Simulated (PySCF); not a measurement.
C3H6O3, SMILES COC(=O)OC, singlet at its GFN2-xTB optimised geometry (Å):

```
12

C     -0.2604    -2.3291    -0.0056
O     -0.9475    -1.0843     0.0006
C     -0.1707    -0.0007     0.0000
O      1.0274    -0.0007     0.0000
O     -0.9474     1.0832     0.0000
C     -0.2593     2.3274     0.0088
H      0.2813    -2.4608    -0.9443
H     -1.0274    -3.0914     0.1012
H      0.4501    -2.3782     0.8217
H      0.2986     2.4485     0.9396
H      0.4372     2.3854    -0.8297
H     -1.0270     3.0914    -0.0774
```

Level of theory: B3LYP/def2-TZVP (PySCF). Cells within 0.4 Å of a nucleus heavier than hydrogen are left out (blank, or x).

Map of the electron localisation function on the plane z = 0.0 Å:

```
|0000000000000000000000000000000|
|0000000000000000000000000000000|
|0000000000000000000000000000000|
|0000000000267510000000000000000|
|0000000003999940000000000000000|
|0000000008999961000000000000000|
|0000000018999983110000000000000|
|0000000005999973431000000000000|
|00000000003898xx652000000000000|
|00000000000133xx752000000000000|
|0000000000235853530000000000000|
|0000000015786773100000000000000|
|000000003689xx62015542000000000|
|000000002588x783378874100000000|
|000000000134574177x885100000000|
|00000000000013xx8xx885100000000|
|000000000134574177x885100000000|
|000000002588x783378874100000000|
|000000003689xx62015542000000000|
|0000000015786773100000000000000|
|0000000000235854530000000000000|
|00000000000133xx752000000000000|
|00000000003898xx652000000000000|
|0000000005999973431000000000000|
|0000000018999983110000000000000|
|0000000008999961000000000000000|
|0000000003999840000000000000000|
|0000000000267510000000000000000|
|0000000000000000000000000000000|
|0000000000000000000000000000000|
|0000000000000000000000000000000|
```
Scale: ten equal steps from 0.000 (start of '0') to 1.000 (end of '9'), in the order '0123456789'; x runs from -5.50 to 5.50, y from -5.50 (bottom) to 5.50 (top).
